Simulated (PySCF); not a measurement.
## Dipole response of Cu⁺ (copper, charge +1)

[Ar] 3d9 4s1, high-spin 3D determinant (an excited configuration). All numbers are calculated (PySCF 2.14, scalar relativity through the core potential, in aug-cc-pVQZ-PP with ECP10MDF (7s7p6d4f3g2h, 135 functions)). Coupled (time-dependent) response in atomic units; α is the mean over directions.

```
method  mean α (bohr³)         α xx, yy, zz  C₆ (like pair)  S(−4)
revPBE           19.00  19.30, 19.30, 18.40           83.55  287.7
```

S(−4) is the Cauchy moment in α(ω) = α(0) + S(−4) ω² + …

α(iu) at revPBE:

| u (hartree) | α(iu) (bohr³) |
| --- | --- |
| 0 | 19.00 |
| 0.0500 | 18.31 |
| 0.100 | 16.56 |
| 0.200 | 12.31 |
| 0.300 | 9.037 |
| 0.500 | 5.493 |
| 0.750 | 3.573 |
| 1.00 | 2.622 |
| 1.50 | 1.680 |
| 2.00 | 1.210 |
| 3.00 | 0.7410 |
| 5.00 | 0.3738 |

A single London oscillator, α(iu) = α/(1 + u²/ω²), gives C₆ = (3/4) ω α². Matching the computed C₆ needs ω = 4 × 83.55 / (3 × 19.00²) = 0.309 hartree.

For an ion, C₆ is the dispersion term alone; charge-induced terms of lower order in 1/R come first.

The components differ because the open shell of this determinant is not spherical; for a pure term their mean is the scalar polarisability.

Energies and moments cover only the electrons outside the core potential.
